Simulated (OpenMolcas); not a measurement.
# Ag3+: effect of the level shift or regulariser

```
Program             : OpenMolcas
Basis               : ANO-RCC-VTZP [7s6p4d2f1g]
Scalar Hamiltonian  : DKH2, point nucleus
Active space        : 8 electrons in 5 orbitals (4d)
State averaging     : 2S+1 = 3 even, 10 roots; 2S+1 = 1 even, 15 roots
Spin-orbit coupling : state interaction with AMFI integrals over the reference wave functions, term energies averaged over their components
```

Methods on the same reference wave functions:
A. CASSCF
B. SS-CASPT2, IPEA 0.25 Eh, imaginary shift 0.1 Eh (closed shells correlated: 4s 4p)
C. SS-CASPT2, IPEA 0.25 Eh, real shift 0.2 Eh (closed shells correlated: 4s 4p)
D. SS-CASPT2, IPEA 0.25 Eh, sigma2 regulariser 0.3 Eh (closed shells correlated: 4s 4p)

Energies in cm⁻¹ above 4d⁸ ³F₄, the measured ground level; measured values from the list in Gamrath, thesis, University of Mons (2023).

```tsv
Level	A	B	C	D	Measured
4d⁸ ³F₄	0.0	0.0	0.0	0.0	0.0
4d⁸ ³F₃	3960	3980	3980	3980	4172
4d⁸ ³F₂	5956	5630	5630	5630	5830
4d⁸ ³P₁	19709	16410	16420	16410	15900
4d⁸ ³P₀	20050	16660	16660	16660	16092
4d⁸ ¹G₄	24223	21160	21160	21160	20570
4d⁸ ¹S₀	56315	48310	48330	48310	47139
```

Deviations, from unrounded energies. A percentage is the sum of absolute deviations over the sum of measured energies, with the sign that they share, or ± where signs differ.

```csv
Against measurement,Levels,A,B,C,D
mean absolute deviation (cm-1),6,3500,540,540,540
fine structure of the ground term (%),2,±3.4,-3.9,-3.9,-3.9
other terms of the ground configuration (%),4,+20.7,+2.8,+2.9,+2.8
```

B, C, D lie about equally close to measurement and A furthest from it. The largest miss of D in the table is 4d⁸ ¹S₀, by +1200 cm-1. The ranking rests on the paired levels alone, and a cruder setting can come out closer through cancelling errors.

Among B to D the level of the table that moves most is 4d⁸ ¹S₀, by 15 cm-1 (lowest in D, highest in C). Moves below CASPT2's spread within the term are not significant.

The two smallest mean deviations differ by little beside CASPT2's spread within terms, so their order carries little weight.

From A to B the spin-free energies of the other terms of 4d⁸ shown, above ³F, scale by factors of 0.79 to 0.85, as is usual when dynamic correlation screens the repulsion within a d or f shell.

The lowest spin-free term lies below A's lowest term by 0.440 hartree in B, 0.439 hartree in C, 0.440 hartree in D.

CASPT2 does not keep the components of a term degenerate, so their means are used; among the terms shown or strongly mixed into the levels shown the widest spread is 620 cm-1 (4d⁸ ¹G, D). Without dynamic correlation excited terms often stand tens of per cent too high (terms of higher spin than the ground term too low), and those without a measured partner can miss by more than the paired ones (holds for A). Measured partners are found by configuration, term and J. A level has none where our copy of the source lacks it or the pairing is in doubt (some pairs that miss far off the trend of their configuration count as doubtful), and it then counts in no deviation. Only configurations of the active space appear. The table leaves out levels that lie high or whose names do not pair safely across all columns.
